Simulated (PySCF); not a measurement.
# Static response to an electric field

C7H7PS.
SMILES with atom numbers: `[CH:1]#[C:2][c:3]1[cH:4][p:5][c:6]([CH2:7][CH3:8])[s:9]1` (hydrogens: H10 on C1; H11 on C4; H12, H13 on C7; H14, H15, H16 on C8)

Geometry (GFN2-xTB, Å), atoms numbered from 1 in this order:
```xyz
16
C7H7PS angstrom
C      4.1297   -0.3309   -1.3677
C      3.0214   -0.4690   -0.9237
C      1.7285   -0.6338   -0.4076
C      1.1101   -1.8343   -0.2146
P     -0.5190   -1.8291    0.4464
C     -0.5792   -0.1171    0.5569
C     -1.7732    0.6612    1.0079
C     -2.5468    1.2176   -0.1893
S      0.8076    0.7704    0.0331
H      5.0975   -0.2195   -1.7559
H      1.6120   -2.7565   -0.4640
H     -2.4256    0.0014    1.5845
H     -1.4612    1.4877    1.6522
H     -2.8992    0.4032   -0.8192
H     -1.9059    1.8638   -0.7858
H     -3.4042    1.7939    0.1488
```

Level: B3LYP/def2-SVPD (PySCF), static field, nuclei fixed, core orbitals frozen in the response. The polarisability tensor in these axes (au):

```
x   175.57  -1.80 -32.18
y    -1.80 125.52  -1.23
z   -32.18  -1.23  92.34
```

Problem. Diagonalise the tensor; give its mean and Δα, where Δα² is half the sum of the squared differences of the eigenvalues.

Solution. Principal values 81.28, 125.56 and 186.59 au; mean 131.14 au = 19.43 Å³ = 21.62 × 10⁻⁴⁰ C²·m²/J; Δα = 91.59 au (70 % of the mean).

Problem. What is the dipole moment, and where does it point?

Solution. (-0.22, 0.89, -0.05) D, 0.92 D in size, pointing from the negative to the positive side. Measured along this direction, the outermost atoms are H11 at the negative end and H16 at the positive end.

Problem. In a dilute gas of rigid molecules at 250 K, how does the orientational term μ²/3kT compare with the electronic polarisability?

Solution. In Gaussian units μ²/3kT = 8.17 Å³ against 19.43 Å³, a ratio of 0.42; the Debye molar polarisation (4π/3)N_A(α + μ²/3kT) is 69.6 cm³/mol, leaving out the vibrational part.

Problem. Find the Langevin capture rate constant for O2+ (31.990 u) meeting this molecule (154.001 u), k = 2.342 × 10⁻⁹ cm³/s × √(α in Å³ / reduced mass in u).

Solution. The reduced mass is 26.49 u, so k = 2.01 × 10⁻⁹ cm³/s. The formula leaves out the permanent dipole, which adds to the capture rate.

Problem. Estimate the molar refractivity from the static electronic polarisability.

Solution. Lorentz–Lorenz: R = (4π/3)N_A α = 2.5225 cm³/(mol·Å³) × 19.43 Å³ = 49.0 cm³/mol, in the limit of long wavelengths.

Problem. Give the principal axes and the span of the nuclei along them.

Solution. Largest value along (0.95, -0.02, -0.32), where the nuclei span 8.70 Å; middle along (0.01, 1.00, -0.04), 4.60 Å; least along (0.32, 0.04, 0.95), 2.84 Å. The response follows the extents in order.

Problem. What depolarisation ratio follows for Rayleigh scattering of linearly polarised light, taking the static tensor?

Solution. ρ = 3Δα²/(45ᾱ² + 4Δα²) = 25165.5/(773946 + 33554.0) = 0.0312.

One conformer (not necessarily the lowest) at the GFN2-xTB geometry, without solvent, vibrations or thermal averaging.
